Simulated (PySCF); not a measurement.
Bis(5-chloropentyl)phosphine oxide, C10H21Cl2OP.
SMILES: `O=[PH](CCCCCCl)CCCCCCl`

The closed-shell ground state was solved at several levels (PySCF, density fitting, gas phase, non-relativistic). The structure is a single PBE0-D3(BJ)/def2-SVP conformer in the gas phase; no vibrational or solvent corrections.

| level | basis functions | HOMO (eV) | LUMO (eV) | gap (eV) | dipole (D) |
| --- | --- | --- | --- | --- | --- |
| B3LYP/def2-SVPD | 469 | -7.37 | 0.07 | 7.44 | 3.01 |
| PBE0/pcSseg-1 | 364 | -7.54 | 0.79 | 8.33 | 2.87 |

(1) What might KT3/pcSseg-1 (364 basis functions) give for the same quantities?

(2) Over all these levels, which gives the widest orbital gap and which the narrowest?

(3) How far do the dipole and the HOMO energy spread over the levels?

## Answers

(1) HOMO -6.17 eV, LUMO -0.33 eV, gap 5.84 eV, dipole 2.63 D.

(2) PBE0/pcSseg-1 (global hybrid, 25 % exact exchange) has the widest, 8.33 eV, and KT3/pcSseg-1 (GGA) the narrowest, 5.84 eV. The two share the basis. From the narrowest to the widest the HOMO moves by -1.37 eV and the LUMO by +1.12 eV.

(3) The dipole runs from 2.63 to 3.01 D (mean 2.84 D) and the HOMO from -7.54 to -6.17 eV.
